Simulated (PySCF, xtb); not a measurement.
C4H7NSi, SMILES C(=C/C[SiH3])/C#N. One conformer was computed; it need not be the lowest.

Harmonic wavenumbers (cm⁻¹) from GFN2-xTB (xtb 6.7.1) at its own minimum, in rising order: 42, 109, 158, 159, 306, 377, 511, 511, 547, 630, 697, 763, 780, 784, 787, 825, 915, 968, 1055, 1126, 1178, 1230, 1346, 1457, 1642, 2260, 2287, 2303, 2362, 2988, 2995, 3052, 3065.

**Question.** What does PBE0-D3(BJ)/def2-SVP (PySCF) give at its own minimum? (The exact figures need the calculation; the answer reports its results.)

**Answer.** 43, 123, 156, 170, 331, 391, 516, 559, 590, 669, 717, 791, 869, 914, 940, 944, 952, 1002, 1050, 1159, 1164, 1248, 1392, 1438, 1708, 2233, 2241, 2255, 2380, 3071, 3142, 3190, 3221. Paired by order, the mean absolute difference is 51 cm⁻¹ and the zero-point energies are 57.5 and 59.4 kcal/mol.
